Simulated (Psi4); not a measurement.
Br2Zn (SMILES [Br][Zn][Br]), singlet, geometry from GFN2-xTB (such geometries of metal compounds can be far from the true shape). Base run: R2SCAN/def2-SVP (Psi4).

Geometry (Å):
```xyz
3

Zn    -0.0081    -0.0120    -0.0133
Br    -0.2466     1.7635    -1.4252
Br     0.2536    -1.7533     1.4366
```
Charge 0, spin multiplicity 1.
All else is at Psi4's defaults (density fitting; Cartesian or spherical functions as each basis is defined).

The base run was repeated with changes; each row names its change, and settings that it needs were set with it.

```
change               basis functions       E (Eh)  dipole (D)  core-seconds (rough)        outcome
-------------------  ---------------  -----------  ----------  --------------------  -------------
base                              95  -6926.91840        0.09                     5      converged
basis = STO-3G                    54            -           -                     -  not converged
basis = 3-21G                     75  -6894.05256        0.08                     5      converged
basis = 6-31G                     87  -6926.66768        0.09                     4      converged
basis = cc-pVDZ                   97  -6927.77301        0.08                    20      converged
basis = 6-31G**                  109  -6926.83365        0.09                     5      converged
basis = 6-31G*                   109  -6926.83365        0.09                     5      converged
basis = aug-cc-pVDZ              131  -6927.77991        0.07                    20      converged
basis = pcseg-2                  142  -6927.90080        0.08                     7      converged
basis = cc-pVTZ                  154  -6927.92163        0.08                    30      converged
basis = def2-TZVPP               160  -6927.78795        0.07                     9      converged
basis = def2-QZVP                234  -6927.93660        0.07                    10      converged
basis = cc-pVQZ                  240  -6927.93173        0.07                    80      converged
```

Totals compare only among sets that treat the same electrons; sets with core potentials leave the core out.
